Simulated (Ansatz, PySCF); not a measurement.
Reaction R1 + 2 R2 → P1 + P2, each structure at its B3LYP-D3(BJ)/def2-TZVP stationary point, reached from a drawn start (curvature not checked).
P1: H3InO3 (SMILES [OH][In]([OH])[OH]), charge 0, multiplicity 1.
R1: HInO (SMILES [OH][In]), charge 0, multiplicity 1.
P2, H2 (SMILES [H][H]) (charge 0, multiplicity 1, Z-matrix in Å and degrees):
```
H
H 1 0.7440
```
R2: H2O (SMILES O), charge 0, multiplicity 1.

P less R. No zero-point or thermal terms; no spin–orbit coupling. One arrangement of each flexible species, with no search for the lowest.

Correlated levels freeze the cores. In cc and def2 sets filled d and f shells under p-block atoms count as core.

The values were computed with Ansatz (Gaussian basis) for Hartree–Fock, density functionals and correlated methods; PySCF for the D3/D4 terms. All values are computed, each at the level named. Elements past Kr take the def2 small-core potentials, without spin–orbit coupling.

| level | reaction energy (kcal/mol) |
|---|---|
| PBE-D4/def2-TZVPP | 11.51 |
| BLYP-D4/def2-TZVPP | 13.79 |
| revPBE-D3(BJ)/def2-TZVPP | 13.16 |
| CAM-B3LYP/def2-TZVPP | 12.93 |
| SCS-MP2/def2-SVP | 4.40 |
| SCS-MP2/def2-QZVPP | 1.29 |
| CCSD/def2-TZVPP | [?] |
| CCSD/def2-QZVPP | [?] |
| CCSD(T)/def2-QZVPP | [?] |

Problem. Some entries are withheld; supply them.

Solution. 
- CCSD/def2-TZVPP, reaction energy (kcal/mol): 6.87
- CCSD/def2-QZVPP, reaction energy (kcal/mol): 6.59
- CCSD(T)/def2-QZVPP, reaction energy (kcal/mol): 4.29

Ansatz is a quantum-chemistry and plane-wave program.
